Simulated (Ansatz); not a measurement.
Geometry optimisation, RKS B3LYP-D4/6-31G* (Ansatz 0.2.0).

The input (input.yaml):

```yaml
crystal:
  periodic: [false, false, false]
  atoms:
    - { symbol: C, position_ang: [0.1895, -0.594, 2.1857] }
    - { symbol: "N", position_ang: [0.5466, -0.7723, 0.9683] }
    - { symbol: C, position_ang: [0.2923, 0.2538, 0.0484] }
    - { symbol: S, position_ang: [0.8509, 1.9392, 0.3306] }
    - { symbol: C, position_ang: [-0.2054, -0.1023, -1.1515] }
    - { symbol: O, position_ang: [-0.4713, 0.8154, -2.1395] }
    - { symbol: O, position_ang: [-0.4888, -1.407, -1.4092] }
    - { symbol: H, position_ang: [0.3418, -1.302, 2.9386] }
    - { symbol: H, position_ang: [-0.378, 0.3833, 2.5458] }
    - { symbol: H, position_ang: [0.4134, 2.3884, -0.8513] }
    - { symbol: H, position_ang: [-0.8328, 0.2317, -2.827] }
    - { symbol: H, position_ang: [-0.1812, -1.8893, -0.6048] }
basis:
  gaussian: { orbitals: "6-31G*" }
hamiltonian:
  xc: b3lyp
  dispersion: d4
relax:
  f_tol: 0.015
  max_steps: 40
```

Run as:

```bash
$ ansatz run input.yaml --threads 2 --pin off --max-ram 3072MiB --backend cpu --events-out ev --progress --plain --runs-dir out
```

**Question.** Where does it end, and by what steps?

**Answer.** It converged. After 20 steps the energy has fallen by 0.827 eV; H10 moved furthest, 1.45 Å.

| step | energy less start (eV) | largest force component (eV/Å) | accepted |
| --- | --- | --- | --- |
| 0 | 0.0000 | 3.289 | yes |
| 1 | -0.3764 | 1.207 | yes |
| 2 | -0.5388 | 0.734 | yes |
| 3 | -0.6101 | 0.606 | yes |
| 4 | -0.6621 | 0.704 | yes |
| 5 | -0.6940 | 0.386 | yes |
| 6 | -0.6911 | 0.543 | no |
| 7 | -0.7116 | 0.163 | yes |
| 8 | -0.7160 | 0.138 | yes |
| 9 | -0.7216 | 0.319 | yes |
| 10 | -0.7387 | 0.400 | yes |
| 11 | -0.7395 | 0.819 | yes |
| 12 | -0.7515 | 0.305 | yes |
| 13 | -0.7895 | 0.454 | yes |
| 14 | -0.8038 | 0.235 | yes |
| 15 | -0.8086 | 0.674 | yes |
| 16 | -0.8247 | 0.188 | yes |
| 17 | -0.8114 | 0.618 | no |
| 18 | -0.8265 | 0.110 | yes |
| 19 | -0.8271 | 0.030 | yes |
| 20 | -0.8272 | 0.008 | yes |

```xyz
12
Properties=species:S:1:pos:R:3
C 0.352 -0.419 2.136
N 0.097 -0.653 0.905
C -0.094 0.339 -0.051
S -0.109 2.089 0.262
C -0.354 -0.174 -1.294
O -0.566 0.564 -2.385
O -0.419 -1.495 -1.504
H 0.489 -1.263 2.808
H 0.428 0.592 2.547
H 1.231 2.289 0.344
H -0.738 -0.046 -3.123
H -0.238 -1.878 -0.610
```

Whether the end is a true minimum wasn't checked by a vibrational analysis.

Time of the run: 38 s on 2 threads of AMD EPYC 9R45 96-Core Processor (Zen 5), on a shared host, peak memory 0.32 GiB.
